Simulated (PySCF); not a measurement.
C4H10Si2, SMILES C#C[SiH2][SiH2]CC at its GFN2-xTB optimised geometry (Å):

```
16

C      1.9398    -1.7860     0.0071
C      0.7378    -1.8298     0.0000
Si    -1.1157    -1.8298     0.0000
Si    -1.9356     0.3363     0.0000
C     -0.5617     1.6046     0.3697
C      0.0933     1.3815     1.7272
H      2.9923    -1.7625     0.0125
H     -1.5045    -2.6137    -1.1824
H     -1.4977    -2.6161     1.1840
H     -2.9923     0.5198     1.0092
H     -2.5387     0.7083    -1.2898
H     -0.9711     2.6161     0.3321
H      0.2047     1.5527    -0.4065
H     -0.6440     1.4484     2.5252
H      0.8633     2.1287     1.9160
H      0.5584     0.3981     1.7720
```

Calculation: PySCF with CAM-B3LYP/def2-TZVP. Cells within 0.4 Å of a nucleus heavier than hydrogen are left out (blank, or x).

Map of the Laplacian of the electron density (e/bohr⁵), clipped to [-1.50, 1.50] on the plane z = 0.0 Å:

```
|444444444444444444444444444|
|444444444444444444444444444|
|444444444444444444444444444|
|444444444444444444444444444|
|444444444444444444444444444|
|444444444444444444444444444|
|444444444444544444444444444|
|444444444444554444444444444|
|444444444454344444444444444|
|444444444446424444444444444|
|444444445433445444444444444|
|444444499944554444444444444|
|4444445xx954444444444444444|
|44444459x944444444444444444|
|444444455444444444444444444|
|444444444344444444444444444|
|444444444465444444445444444|
|4444444449x9433x11x32244444|
|4444444459xx53xx22xx1044444|
|444444444999444444444444444|
|444444444444444455444444444|
|444444444444444444444444444|
|444444444444444444444444444|
|444444444444444444444444444|
|444444444444444444444444444|
|444444444444444444444444444|
|444444444444444444444444444|
```
Scale: ten equal steps from -1.29 (start of '0') to 1.50 (end of '9'), in the order '0123456789'; x runs from -5.00 to 5.00, y from -5.00 (bottom) to 5.00 (top).
